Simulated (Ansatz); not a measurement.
Calculated with Ansatz (gas phase, PBE0-D4/def2-TZVP geometries, no zero-point term in ΔE). CCSD(T)/CBS is the MP2 limit (def2-TZVPP, def2-QZVPP) plus CCSD(T) − MP2 in def2-TZVPP, frozen cores. Functionals use def2-TZVPP. def2 core potentials past Kr. For Sn outer-core shells are correlated without core-valence functions, which leaves a few kJ/mol of doubt a bond. Each species was taken in one conformer, which may not be the lowest.

Consider the redistribution: `[BH2][SnH2][C]#C` + `O[SiH2][SiH3]` → `[BH2][SnH2][SiH3]` + `C#C[SiH2]O`.

CCSD(T)/CBS gives -0.66 eV.

Problem. Another level gave -0.66 eV. Which?
A. LC-ωPBE/def2-TZVPP
B. RPA@PBE/def2-TZVPP
C. CAM-B3LYP-D4/def2-TZVPP
D. r2SCAN/def2-TZVPP

Solution. C. CAM-B3LYP-D4 -0.66, r2SCAN -0.70, LC-ωPBE -0.60, RPA@PBE/def2-TZVPP -0.55 eV.

Problem. What do rigid-rotor, harmonic-oscillator terms from PBE0-D4/def2-TZVP frequencies (298.15 K, 1 bar) make of the CCSD(T)/CBS value? (Best estimate.)

Solution. The calculation gave: ΔZPE = +0.02 eV, ΔH = -0.64 eV, ΔS = -1 J/(mol·K), ΔG = -0.64 eV.

Largest T1 diagnostic among the species: 0.014.

Leaving LDA and LC-ωPBE aside and taking each functional with its dispersion term where it has one, the values, not all of them listed here, spread over 0.10 eV, from r2SCAN0-D4 to ωB97X-V. LDA lies −0.06 eV from PBE without D4.
